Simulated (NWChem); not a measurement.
SiH2O, singlet; SMILES O[SiH]

Program: NWChem. Pople sets run with spherical d functions. Low-valent species are run as closed-shell singlets; no triplet was tried in these runs. STO-3G and 3-21G are far too small for this property and stand as cheap habits. Coordinates come from a PBE-D3(BJ)/def2-SVP optimisation. Vertical excitations in the gas phase; the lowest state need not have the same character in each row.

```tsv
level	basis functions	lowest excitation, singlet (eV)	oscillator strength of that lowest state	orbital gap (eV)	relative time
PBE/3-21G, TDA	26	3.36	0.048	2.57	1
PBE/6-31G*, TDA	36	3.39	0.041	2.67	2
PBE/6-31+G*, TDA	44	3.33	0.042	2.60	3
PBE/def2-SVP, TDA	42	3.37	0.036	2.65	2
PBE/def2-SVPD, TDA	63	3.28	0.029	2.59	3
PBE/def2-TZVP, TDA	80	3.30	0.031	2.63	8
PBE/aug-cc-pVDZ, TDA	68	3.24	0.029	2.58	9
PBE/def2-TZVPD, TDA	101	3.27	0.029	2.61	10
```

Times are rough ratios from one shared machine.
